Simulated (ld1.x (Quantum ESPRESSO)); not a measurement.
zinc (Zn), TM: configuration errors across variants

ld1.x (Quantum ESPRESSO) 7.5 input, shortened:

```
&input
   title='Zn', zed=30., rel=1, dft='PW91', iswitch=3,
   config='[Ar] 3d10 4s2 4p0'
 /
 &inputp
   pseudotype=2, tm=.true., lloc=-2, rcloc=1.10,
   nlcc=.false.
 /
3
3S  1  0   2.00   0.00  1.00  1.00  0.0
3P  2  1   6.00   0.00  0.70  0.70  0.0
3D  3  2  10.00   0.00  1.15  1.15  0.0
 &test
   configts(1)='3s2 3p6 3d10 4s2 4p0'
 /
```

Occupied shells without a wave of their own: 4s. They enter only through the test configuration that unscreens the potential.

All-electron excitation energies from the reference (eV): (1) 3s2 3p6 3d10 4s1 4p0 9.962; (2) 3s2 3p6 3d10 4s0 4p0 28.474; (3) 3s2 3p6 3d9 4s0 4p0 69.126; (4) 3s1 3p6 3d10 4s2 4p0 138.063; (5) 3s2 3p6 3d10 4s0 4p1 16.316; (6) 3s2 3p6 3d9 4s2 4p1 12.284; (7) 3s2 3p6 3d10 4s0 4p2 10.621.

For the base: The 4s level has no wave, so the channel is fitted at the deeper level alone: the likely source of the large errors.

On the changes marked as counting shells twice: ld1.x takes every shell without a wave as core, so the model core holds the marked electrons as well and exchange and correlation see them twice. This cancels in the reference configuration, but the file is broken for other ones, and its errors say nothing about a proper core correction.

4 further variants failed, have other tests or another functional or relativity, and are left out.

The file “base” misses its own reference levels by 0.3 eV. The file “all radii scaled by about 1.32 (s 1.32, p 0.92, d 1.52 bohr); local potential all-electron potential smoothed inside 1.44 bohr (lloc = -2)” misses its own reference levels by 0.3 eV. The file “local potential all-electron potential smoothed inside 0.68 bohr (lloc = -2)” misses its own reference levels by 0.3 eV. The file “local potential the p channel” misses its own reference levels by 0.3 eV. The file “wave 3p (bound): rc 0.70 bohr becomes 3p (bound): rc 0.58 bohr” misses its own reference levels by 0.3 eV. The file “core correction a·sin(br)/r model core inside 0.84 bohr (4s counted twice)” misses its own reference levels by 0.3 eV.

Errors AE − PS in meV (a dash: test not solved or not reliable):

```tsv
change	(1)	(2)	(3)	(4)	(5)	(6)	(7)	bound ghosts
base	-467	-1183	-1806	-133	-1065	-52	-955	none
all radii scaled by about 1.32 (s 1.32, p 0.92, d 1.52 bohr); local potential all-electron potential smoothed inside 1.44 bohr (lloc = -2)	+415	+1049	+1422	-738	+554	-275	+327	none
local potential all-electron potential smoothed inside 0.68 bohr (lloc = -2)	-409	-1039	-1580	-96	-850	+39	-725	none
local potential the p channel	-384	-976	-1481	-98	-796	+38	-677	none
wave 3p (bound): rc 0.70 bohr becomes 3p (bound): rc 0.58 bohr	-467	-1184	-1806	-134	-1065	-52	-955	none
core correction a·sin(br)/r model core inside 0.84 bohr (4s counted twice)	-611	-1819	-2753	-172	-1210	-81	-1051	none
```

Q: Give the same row for: wave 3s (bound): rc 1.00 bohr becomes 3s (bound): rc 1.12 bohr.

A: -574, -1452, -2195, -186, -1290, -49, -1151; bound ghosts: none.
